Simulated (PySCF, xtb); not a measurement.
F₂H₃NOSi, SMILES N[Si](O)(F)F. Atoms are numbered in the order given.

```xyz
8

N      1.6887     0.0433     0.0090
Si     0.0064     0.0080     0.0055
O     -0.5601     1.5415    -0.0914
F     -0.4782    -0.7763     1.3278
F     -0.6863    -0.8273    -1.1972
H      2.2259     0.7153    -0.5243
H      2.2555    -0.6806     0.4326
H     -1.4307     1.6514    -0.4912
```

Geometry optimised at r2SCAN-D4/def2-SVP. The values are those of a single conformer.

Calculation: IEF-PCM-M06-2X/def2-SVP (PySCF 2.14.0).

The values are the electrostatic part of the solvation free energy, E(continuum) − E(gas) at the gas-phase geometry, in a cavity of scaled van der Waals radii (PySCF's table); cavitation and dispersion terms are not included. In vacuum the orbital gap is 11.35 eV. The dipole moment in vacuum is 1.83 D.

Q: Estimate the values in water (ε = 78.36), chlorobenzene (ε = 5.70), cyclohexanone (ε = 15.62). (The exact figures need the calculation; the answer reports its results.)

A: 
```csv
solvent,ε,ΔG(elec) (kcal/mol),dipole (D),gap (eV)
water,78.36,-8.1,2.09,11.47
chlorobenzene,5.70,-6.2,2.04,11.44
cyclohexanone,15.62,-7.5,2.08,11.46
```

For comparison, GFN2-xTB/ALPB(water) (xtb, at the GFN2-xTB geometry, all terms of that model) gives -8.1 kcal/mol.
